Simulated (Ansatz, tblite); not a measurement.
Removing and adding an electron: Au(PH3)Cl (PH₃AuCl). Total charge 0; singlet. Geometry: PBE-D4/def2-TZVP. Ansatz, gas phase; energy differences of separate SCF runs; the oxidised species was run as a doublet alone; the reduced species was run as a doublet alone.

```xyz
6

Au   -1.377    0.427    0.015
P     0.742   -0.230   -0.007
H     1.712    0.615   -0.608
H     1.072   -1.445   -0.664
H     1.393   -0.466    1.232
Cl   -3.542    1.099    0.032
```

In the def2 sets Au takes a core potential; there is no spin–orbit coupling. The xTB rows come from tblite. HOMO above LUMO, or a gap near zero within one spin, warns that the state may not be the lowest or that an electron is smeared out.

```csv
level,−HOMO (eV),vertical IE (eV),−LUMO (eV),vertical EA (eV),HOMO–LUMO gap (eV),IE − EA (eV),remarks
PBE-D4/def2-TZVP,6.22,9.53,1.70,–,4.52,–,gap within one spin near zero (+1 doublet)
PBE-D4/def2-TZVPD,6.28,–,1.76,-0.17,4.52,–,HOMO above zero (-1 doublet)
PBE0-D4/def2-TZVP,7.43,9.62,0.93,–,6.51,–,–
PBE0-D4/def2-TZVPD,7.49,–,0.98,-0.32,6.51,–,HOMO above zero (-1 doublet)
```

Q: Estimate the rows for GFN1-xTB, GFN2-xTB, r2SCAN-D4/def2-TZVP, r2SCAN-D4/def2-TZVPD.

A: 
```tsv
level	−HOMO (eV)	vertical IE (eV)	−LUMO (eV)	vertical EA (eV)	HOMO–LUMO gap (eV)	IE − EA (eV)	remarks
GFN1-xTB	11.51	14.30	7.06	3.90	4.46	10.39	–
GFN2-xTB	10.14	13.63	7.10	4.41	3.04	9.22	–
r2SCAN-D4/def2-TZVP	6.47	9.59	1.47	–	5.00	–	–
r2SCAN-D4/def2-TZVPD	6.52	–	1.52	-0.31	5.00	–	HOMO above zero (-1 doublet)
```

   A HOMO above zero means that the electron is unbound at that level or that self-interaction error raises the level; the energy of removing that electron tells which. Raw xTB energy differences between charge states are shifted by several eV; the methods need an empirical correction for them. A negative affinity means that the extra electron isn't bound; its size then hangs on the basis.
